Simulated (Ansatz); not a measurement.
Computed with Ansatz on PBE0-D4/def2-TZVP structures; ΔE is electronic, products minus reactants. CBS: MP2 limit from def2 TZ/QZ plus the TZ coupled-cluster correction, frozen cores. Functionals use def2-TZVPP. One conformer a species, not always the lowest.

`C[SiH](Cl)S[SiH2]Cl` + `C[SiH2][SiH](O)O` → `O[SiH](O)[SiH2]Cl` + `C[SiH2]S[SiH](C)Cl`  (redistribution)

```csv
level,ΔE (kcal/mol)
PBE-D4,-0.5
ωB97X-V,-0.9
B2PLYP,-0.6
PBE,-0.3
r2SCAN,-0.7
PBE0,-0.6
HF/def2-TZVPP,-1.7
SCS-MP2/def2-QZVPP,-0.8
```

Q: What does CCSD(T)/CBS give? (Estimate.)

A: Ansatz gave: -0.9 kcal/mol. The listed levels differ from it by 0.4, 0.0, 0.3, 0.6, 0.2, 0.3, -0.8, 0.1 kcal/mol.

Largest T1 diagnostic among the species: 0.012.

In def2-TZVPP, CCSD(T) changes the Hartree–Fock value by +1.0 kcal/mol (the triples alone add +0.2 kcal/mol) and MP2 by +1.1 kcal/mol.
